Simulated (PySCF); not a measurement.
Compound: C₄H₇BO₂S.
Cartesian coordinates in Å at the PBE0-D3(BJ)/def2-SVP level; atoms count from 1:
```
atom  x, y, z in Å
C1     2.5241   -0.3733    0.6330
C2     1.4435   -1.0576   -0.1392
S3     1.6557   -2.4884   -0.8874
B4     0.0342   -0.3482   -0.1857
O5    -0.2866    0.6560    0.6827
C6    -1.6157    1.0705    0.4092
C7    -2.0573    0.2112   -0.7962
O8    -0.9616   -0.6482   -1.0589
H9     2.1883   -0.1991    1.6697
H10    3.4567   -0.9528    0.6315
H11    2.7096    0.6310    0.2135
H12   -2.2403    0.9032    1.3012
H13   -1.6236    2.1495    0.1884
H14   -2.2674    0.8172   -1.6921
H15   -2.9521   -0.3934   -0.5801
```

Theory: TDDFT CAM-B3LYP/def2-SVPD, vertical, gas phase, core orbitals frozen in the response in PySCF.

```tsv
state	E (eV)	ν̃ (cm⁻¹)	f	main configurations (H = HOMO, L = LUMO)
S1	1.95	15760	0.0000	H→L (99%)
S2	5.44	43910	0.202	H-1→L (94%)
S3	5.72	46130	0.051	H-2→L (77%), H-3→L (9%), H→L+1 (9%)
S4	5.76	46440	0.0048	H-3→L (84%)
S5	5.81	46850	0.065	H→L+1 (70%), H-2→L (12%)
S6	6.48	52260	0.034	H→L+5 (47%), H→L+6 (26%), H→L+3 (10%)
S7	6.72	54200	0.0063	H→L+3 (49%), H→L+4 (12%), H→L+8 (11%)
S8	6.92	55800	0.035	H→L+2 (37%), H→L+6 (16%), H→L+5 (11%)
S9	7.05	56850	0.0050	H-7→L (68%), H-4→L (10%), H-6→L (10%)
S10	7.17	57850	0.0008	H-5→L (50%), H-4→L (29%), H-7→L (12%)
```

Triplets, Tamm–Dancoff:

```json
{"state": "T1", "E (eV)": "1.44", "λ (nm)": "862.4", "main configurations (H = HOMO, L = LUMO)": "H→L (98%)"}
{"state": "T2", "E (eV)": "2.93", "λ (nm)": "423.0", "main configurations (H = HOMO, L = LUMO)": "H-1→L (88%)"}
{"state": "T3", "E (eV)": "5.03", "λ (nm)": "246.3", "main configurations (H = HOMO, L = LUMO)": "H-3→L (88%)"}
{"state": "T4", "E (eV)": "5.29", "λ (nm)": "234.4", "main configurations (H = HOMO, L = LUMO)": "H-2→L (84%)"}
```

The lowest singlet comes at 635 nm (189 kJ/mol) in the visible; it is dark (f under 0.0005); its leading configuration is HOMO→LUMO (99%). The strongest level in the table is S2 at 5.44 eV (228 nm, f = 0.202). S1 has the pattern of n→π* at C=S. The oscillator strengths of these states sum to 0.403; summed over the whole spectrum of an exact calculation they would give the number of electrons, 68 (Thomas–Reiche–Kuhn). Orbital energies (eV): HOMO-3 -11.21, HOMO-2 -9.82, HOMO-1 -9.55, HOMO -7.54, LUMO -1.37, LUMO+1 0.68, LUMO+2 1.51. Weighted by f, the mean energy of these states is 5.80 eV. S1 lies in the visible range (380 to 750 nm), at 635 nm, dark in the vertical dipole picture (f under 0.0005); light of that wavelength is red, and its complementary colour is blue-green; a Tamm–Dancoff triplet lies at 423 nm, without intensity as long as spin–orbit coupling is left out. All these states lie below the vertical ionisation energy of 8.34 eV (ΔSCF). The window holds the lowest 10 singlets.

One conformer stands for the species.
